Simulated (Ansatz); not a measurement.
Two structures of SiH4Cl3OF, closed shell, reached by relaxing down either side of one saddle point (PBE0-D4/def2-TZVP). Energies are electronic, without zero-point energy. Ansatz 0.2.0; basis: def2-TZVPP and def2-QZVPP; cores frozen in the correlated methods. Extrapolation: Hartree–Fock as exp(−7.88 √X), correlation as X^−2.97. First:

```tsv
atom	x (Å)	y (Å)	z (Å)
Si1	-0.4577	-1.5074	0.9218
H2	-1.4065	-1.8526	-0.1370
Cl3	-1.7074	1.0928	-1.4228
Cl4	-1.2366	-0.2068	2.2530
Cl5	0.1805	-3.1797	1.8720
H6	1.4176	1.0506	-0.3407
F7	0.8357	-0.8284	0.2775
H8	1.7277	2.0160	-1.4989
O9	1.1398	1.8770	-0.7518
H10	-0.4930	1.5386	-1.1730
```

Second:

Si1  (-1.002, -0.346, 1.402)
H2  (1.032, -1.474, -2.790)
Cl3  (-2.151, 0.144, -0.181)
Cl4  (-2.186, -0.951, 2.923)
Cl5  (0.321, -1.788, 0.951)
H6  (1.398, 1.606, 0.031)
F7  (-0.235, 0.940, 1.903)
H8  (1.139, -0.966, -2.252)
O9  (1.107, 1.109, -0.738)
H10  (0.579, 1.725, -1.251)
(Å)

Which bonds change from the first to the second?

SiHCl₂F ([F][SiH]([Cl])[Cl]) + HCl + H₂O → SiCl₃F ([F][Si]([Cl])([Cl])[Cl]) + H₂O + H₂; bonds formed: Si1–Cl3, H2–H8, O9–H10; bonds broken: Si1–H2, Cl3–H10, H8–O9.

Give the saddle point's structure and its height above each. (Judge from chemistry; the value comes from the calculation.)

By the calculation: 1.592 eV above the first and 2.054 eV above the second (CCSD(T) at an estimated basis limit (MP2 extrapolated from triple and quadruple zeta, plus CCSD(T) − MP2 in triple zeta)).
Si1  (-0.457, -0.774, 0.711)
H2  (0.252, -0.869, -0.683)
Cl3  (-1.686, 0.811, -0.394)
Cl4  (-1.925, -0.810, 2.175)
Cl5  (0.020, -2.797, 0.860)
H6  (1.452, 1.575, -0.595)
F7  (0.684, 0.148, 1.377)
H8  (0.815, 0.144, -1.047)
O9  (0.922, 1.179, -1.306)
H10  (-0.076, 1.392, -1.097)
(Å)

The search had been set up for a ligand exchange through a proton shuttle (forming Si1–F7, H6–O9, H2–H8, breaking Si1–H2, H6–F7, H8–O9); from that guess it ended on this step instead.

T1 diagnostic: at most 0.011.

Labels in which every atom is bracketed show which atoms are joined, not bond orders.

For scale, one of the runs: CCSD(T)/def2-TZVPP, 286 basis functions, launched by `ansatz run in.yaml --threads 8 --pin off --events-out ev --progress --plain --max-ram 19148MiB`. Hardware: 8 CPU threads of an Arm Neoverse V2, shared host. Wall time 4 min; peak host memory 8.3 GiB.
